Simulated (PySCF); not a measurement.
# Dipole polarisabilities along group 10, charge +1

Calculated with PySCF 2.14 for the ground configurations, without spin-orbit coupling: coupled response for Hartree-Fock and DFT. Mean α in bohr³, C₆ of like pairs in atomic units.

```tsv
species	α UHF	α PBE	α PBE0	C₆ UHF	C₆ PBE	C₆ PBE0
Ni⁺ [Ar] 3d9 (x2c-TZVPPall with one added diffuse shell each of s, p, d, f type, spin-free X2C)	5.947	9.515	7.937	19.65	32.99	27.11
Pd⁺ [Kr] 4d9 (x2c-TZVPPall with one added diffuse shell each of s, p, d, f type, spin-free X2C)	10.05	12.14	11.37	60.57	74.93	69.65
Pt⁺ [Xe] 4f14 5d9 (x2c-TZVPPall with one added diffuse shell each of s, p, d, f type, spin-free X2C)	14.60	17.11	16.08	107.6	129.8	120.8
```

The values depend on the diffuse functions of the basis.
